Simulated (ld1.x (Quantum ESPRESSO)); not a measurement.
## What one change does to a pseudopotential (N, TM)

* Element: nitrogen (N)
* Generator: ld1.x (Quantum ESPRESSO) 7.5
* Type: norm-conserving Troullier–Martins (Kleinman–Bylander form)
* Functional: PBE
* Relativity: scalar-relativistic
* Frozen core: [He]
* Valence charge: 5
* Reference configuration: 2s1.75 2p3.25
* Partial waves: 2p (bound): rc 1.90 bohr; 2s (bound): rc 0.70 bohr
* Local potential: the s channel
* Core correction: a·sin(br)/r model core inside 0.40 bohr

Change: wave 2s (bound): rc 0.70 bohr becomes 2s (bound): rc 1.02 bohr.

Cutoffs: the cutoffs (Ry, on a coarse ladder) from which the occupation-weighted sum of valence levels, in a spherical-Bessel basis at the reference potential, stays within 10 and 1 mRy of its value at 400 Ry; they do not see the model core or the augmentation charge, which bear on the density cutoff. Errors are all-electron minus pseudo energies relative to the spin-unpolarised reference configuration.

Predict the effect on cutoff, ghosts and configuration errors.

The potential gets softer (120 Ry and 300 Ry → 50 Ry and 120 Ry); of the 7 tests that both files solve, the error grows in 2 and shrinks in 0 by more than 15 % and 0.3 meV (median size 5.7 → 7.0 meV); neither file shows a bound ghost. A larger radius leaves more room for a smooth pseudo-wave, so fewer plane waves are needed.

| quantity | base | changed |
| --- | --- | --- |
| cutoff, loose | 120 Ry | 50 Ry |
| cutoff, tight | 300 Ry | 120 Ry |
| loose cutoff by channel (10 mRy a level) | p 30 Ry, s 110 Ry | p 30 Ry, s 40 Ry |
| bound ghosts | none | none |
| error for 2s2 2p3, meV [ΔE -2.87 eV] | -0.2 | -0.1 |
| error for 2s2 2p2, meV [ΔE 10.72 eV] | +53 | +54 |
| error for 2s2 2p1, meV [ΔE 39.57 eV] | +388 | +392 |
| error for 2s0 2p5, meV [ΔE 20.17 eV] | -5.7 | -7.0 |
| error for 2s2 2p3.3, meV [ΔE -4.49 eV] | -2.4 | -2.4 |
| error for 2s1 2p0, meV [ΔE 164.47 eV] | +2499 | +2512 |
| error for 2s1 2p4, meV [ΔE 8.63 eV] | -1.1 | -1.5 |
| s: phases at 2.06 bohr within 0.05 rad from the reference energy up to (Ry; the scan ends near 5) | 2.9 | 2.9 |
| p: phases at 2.06 bohr within 0.05 rad from the reference energy up to (Ry; the scan ends near 5) | 2.1 | 2.1 |
